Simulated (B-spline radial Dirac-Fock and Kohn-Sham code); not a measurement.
# Diagram lines of Bi⁶⁰⁺

System: bismuth as Bi⁶⁰⁺ in the configuration [Ar] 3d5.

The run's input, task.json:

```json
{"items": [{
  "Z": 83,
  "q": 60,
  "cfg": [[1, 0, 2], [2, 0, 2], [2, 1, 6], [3, 0, 2], [3, 1, 6], [3, 2, 5]],
  "A": 209,
  "rrms": 5.5211,
  "do": ["binding"]
}]}
```

Command: `python xray_run.py task.json out`

Level of theory: ΔSCF Dirac-Fock with Breit, self-energy and vacuum polarisation, finite nucleus, configuration average; a radial finite-basis atomic code. A line energy is the difference of two single-hole energies; the list is a selection of electric-dipole transitions between resolved j subshells. Correlation and solid-state effects are left out.

```
line  energy (eV)  wavelength (Å)
 Kβ1      87919.3         0.14102
 Kβ3      87340.5         0.14195
 Kα1      77222.3         0.16055
 Kα2      74902.8         0.16553
 Lβ3      13666.7         0.90720
 Lβ4      13087.9         0.94732
  Lη      12162.7          1.0194
  Lℓ       9843.2          1.2596
```

Values without a named source are computed, but for edge energies of neutral atoms, which are taken from tables.
